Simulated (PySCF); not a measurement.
# Static response to an electric field

Compound: SiEt2(NCO)2, C6H10N2O2Si.
Cartesian coordinates in Å at the PBE0-D3(BJ)/def2-SVP level; atoms count from 1:
```xyz
21
C6H10N2O2Si angstrom
Si     0.071    0.000    0.070
C     -0.108   -0.069    1.925
C     -1.551   -0.059    2.420
H      0.454    0.787    2.340
H      0.420   -0.974    2.274
H     -1.604   -0.103    3.518
H     -2.079    0.852    2.099
H     -2.116   -0.919    2.028
C      1.831   -0.043   -0.542
C      1.963    0.015   -2.062
H      2.298   -0.960   -0.142
H      2.365    0.800   -0.070
H      3.017   -0.016   -2.379
H      1.448   -0.831   -2.542
H      1.523    0.939   -2.467
N     -0.683    1.442   -0.513
C     -1.252    2.370   -1.009
O     -1.799    3.286   -1.484
N     -0.790   -1.330   -0.624
C     -1.470   -2.170   -1.137
O     -2.124   -3.002   -1.633
```

Level: B3LYP/def2-SVPD (PySCF), static field, nuclei fixed, core orbitals frozen in the response. The polarisability tensor in these axes (au):

```
x   111.69   1.01   2.94
y     1.01 123.38  -0.42
z     2.94  -0.42 110.73
```

Problem. Diagonalise the tensor; give its mean and Δα, where Δα² is half the sum of the squared differences of the eigenvalues.

Solution. Principal values 108.17, 114.16 and 123.47 au; mean 115.27 au = 17.08 Å³ = 19.01 × 10⁻⁴⁰ C²·m²/J; Δα = 13.36 au (12 % of the mean).

Problem. What is the dipole moment, and where does it point?

Solution. (2.92, -0.20, 2.34) D, 3.75 D in size, pointing from the negative to the positive side. Measured along this direction, the outermost atoms are O21 and O18 at the negative end and H5, H4, H12 and H11 at the positive end.

Problem. What molar refraction does this α imply?

Solution. Lorentz–Lorenz: R = (4π/3)N_A α = 2.5225 cm³/(mol·Å³) × 17.08 Å³ = 43.1 cm³/mol, in the limit of long wavelengths.

Problem. Find the Langevin capture rate constant for H3O+ (19.018 u) meeting this molecule (170.051 u), k = 2.342 × 10⁻⁹ cm³/s × √(α in Å³ / reduced mass in u).

Solution. The reduced mass is 17.11 u, so k = 2.34 × 10⁻⁹ cm³/s. The formula leaves out the permanent dipole, which adds to the capture rate.

Problem. Form Σ f/ω² (atomic units) for the 10 lowest TDDFT singlets, given as eV and f, and set it beside the mean polarisability, which is this sum over all singlets: 6.88, 0.0136; 6.94, 0.0031; 7.16, 0.0001; 7.28, 0.0451; 7.30, 0.0004; 7.34, 0.0006; 7.34, 0.0099; 7.45, 0.0000; 7.64, 0.0055; 7.67, 0.0015.

Solution. They add up to 1.13 au, 1.0 % of the 115.27 au; the largest single term is 0.63 au, from the state at 7.28 eV. Terms in order: 0.21, 0.05, 0.00, 0.63, 0.01, 0.01, 0.14, 0.00, 0.07, 0.02 au. Higher excitations give the rest. The strengths listed sum to 0.080.

Problem. What depolarisation ratio follows for Rayleigh scattering of linearly polarised light, taking the static tensor?

Solution. ρ = 3Δα²/(45ᾱ² + 4Δα²) = 535.2/(597898 + 713.6) = 0.000894.

Isolated species at its PBE0-D3(BJ)/def2-SVP geometry (one conformer only).
